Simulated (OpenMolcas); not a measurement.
## Computed transition rates of Cr³⁺

```json
{"Program": "OpenMolcas 26.06", "Method": "MS-CASPT2, IPEA 0.25 Eh, imaginary shift 0.1 Eh (closed shells correlated: 3s 3p)", "Basis": "ANO-R3 [7s5p5d3f1g]", "Scalar Hamiltonian": "X2C, finite nucleus", "Active space": "3 electrons in 5 orbitals (3d)", "State averaging": "2S+1 = 4 even, 10 roots; 2S+1 = 2 even, 40 roots", "Spin-orbit coupling": "state interaction with AMFI integrals over the reference wave functions, term energies averaged over their components"}
```

Rates come from the transition moments of the reference wave functions (E1 and E2 in the length form). At fixed line strength A goes as λ^-3 for E1 and M1 and as λ^-5 for E2, so a rate at the computed wavelength can be rescaled to the measured one. Measured vacuum wavelengths follow from level energies in Sugar and Corliss, J. Phys. Chem. Ref. Data 6, 317 (1977). Branching counts decays inside the model space alone, at computed energies, and the table is only a selection of the E2 and M1 lines, drawn from those between levels with measured partners whose computed energy lies within a factor of 1.5 of the measured one.

| Upper | Lower | Type | λ computed (nm) | λ measured (nm) | A computed (s-1) | A rescaled (s-1) | Branching % |
| --- | --- | --- | --- | --- | --- | --- | --- |
| 3d3 2D 3/2(2) | 3d3 2G 7/2 | E2 | 252.8 | 262.5 | 8.71e+00 | 7.22e+00 | 71.3 |
| 3d3 2D 5/2(2) | 3d3 2G 9/2 | E2 | 256.3 | 266.1 | 7.67e+00 | 6.36e+00 | 64.9 |
| 3d3 2D 5/2(1) | 3d3 4F 7/2 | M1 | 489.7 | 497.3 | 1.72e-01 |  | 78.4 |
| 3d3 2D 3/2(1) [73 %] | 3d3 4F 5/2 | M1 | 484 | 489.9 | 1.46e-01 |  | 55.7 |
| 3d3 2F 5/2 | 3d3 2G 7/2 | E2 | 500.7 | 512.7 | 1.07e-01 | 9.51e-02 | 39.3 |
| 3d3 2F 7/2 | 3d3 2G 9/2 | E2 | 513.7 | 527.4 | 9.73e-02 | 8.53e-02 | 32.2 |
| 3d3 2G 9/2 | 3d3 4F 9/2 | M1 | 691.4 | 691.8 | 9.38e-02 |  | 71.4 |
| 3d3 2D 3/2(1) [73 %] | 3d3 4F 3/2 | M1 | 478.3 | 484.3 | 8.13e-02 |  | 31.1 |
| 3d3 2P 1/2 | 3d3 4P 1/2 | M1 | 1996 | 1831 | 4.98e-02 |  | 97.4 |
| 3d3 2F 5/2 | 3d3 2H 9/2 | E2 | 731.8 | 741.3 | 4.80e-02 | 4.50e-02 | 17.5 |
| 3d3 4P 1/2 | 3d3 4F 3/2 | E2 | 682.5 | 711.3 | 4.49e-02 | 3.65e-02 | 62.1 |
| 3d3 4P 5/2 | 3d3 4F 9/2 | E2 | 711.7 | 739.3 | 4.34e-02 | 3.59e-02 | 67.2 |
| 3d3 2G 7/2 | 3d3 4F 7/2 | M1 | 688.6 | 689.8 | 3.76e-02 |  | 51.0 |
| 3d3 2G 9/2 | 3d3 4F 7/2 | M1 | 672.2 | 673.6 | 3.70e-02 |  | 28.2 |
| 3d3 2G 7/2 | 3d3 4F 5/2 | M1 | 673.2 | 674.9 | 3.38e-02 |  | 45.8 |
| 3d3 2H 9/2 | 3d3 2G 9/2 | M1 | 1679 | 1765 | 3.33e-02 |  | 64.7 |
| 3d3 4P 3/2 | 3d3 4F 7/2 | E2 | 705.4 | 734.1 | 3.23e-02 | 2.65e-02 | 47.7 |
| 3d3 4P 1/2 | 3d3 4F 5/2 | E2 | 694.1 | 723.4 | 2.74e-02 | 2.23e-02 | 37.9 |
| 3d3 4P 3/2 | 3d3 4F 5/2 | E2 | 689.2 | 717.3 | 2.59e-02 | 2.12e-02 | 38.3 |
| 3d3 2H 9/2 | 3d3 2G 7/2 | M1 | 1585 | 1663 | 1.75e-02 |  | 34.0 |
| 3d3 2H 11/2 | 3d3 2G 9/2 | M1 | 1606 | 1689 | 1.72e-02 |  | 97.5 |
| 3d3 4P 5/2 | 3d3 4F 7/2 | E2 | 691.3 | 718.6 | 1.61e-02 | 1.33e-02 | 24.9 |
| 3d3 4F 9/2 | 3d3 4F 7/2 | M1 | 24140 | 25640 | 1.93e-03 | 1.61e-03 | 100.0 |
| 3d3 4F 7/2 | 3d3 4F 5/2 | M1 | 30010 | 31270 | 1.61e-03 | 1.42e-03 | 100.0 |
| 3d3 4F 5/2 | 3d3 4F 3/2 | M1 | 40940 | 42410 | 6.32e-04 | 5.69e-04 | 100.0 |

Spin-changing lines and M1 lines between different terms are not rescaled, since their strength hangs on the term gaps too.

The largest correction is for 3d3 4P 1/2 → 3d3 4F 5/2 (E2): 2.74e-02 × (694.1 / 723.4)^5 = 2.23e-02 s-1, a factor of 0.81.

The computed rate and branching of 3d3 4F 5/2 → 3d3 4F 3/2 give the upper level a radiative lifetime of 1.000 / 6.32e-04 s-1 = 1.58e+03 s, counting decays inside the model space alone. The rescaled rate gives about 1.8e+03 s.

These are rates of the free ion; in crystals, glasses and complexes forced electric-dipole and non-radiative decay shorten such lifetimes by orders of magnitude. No measured rate stands beside these. Rescaling mends the energy factor alone: line strengths can still be far off where a level mixes with configurations outside the active space, and weak or spin-changing lines hang on small mixing coefficients that depend on the term gaps too, so rescaling need not improve them.

CASPT2 does not keep the components of a term degenerate, so their means are used; among the terms shown or strongly mixed into the levels shown the widest spread is 780 cm-1 (3d3 4F). Measured partners are found by configuration, term and J. A level has none where our copy of the source lacks it or the pairing is in doubt (some pairs that miss far off the trend of their configuration count as doubtful). Levels of configurations outside the active space are missing.

A share in square brackets marks a mixed level and gives the weight of the term that names it. A number in round brackets counts repeated terms of one configuration in the order of the reference energies.
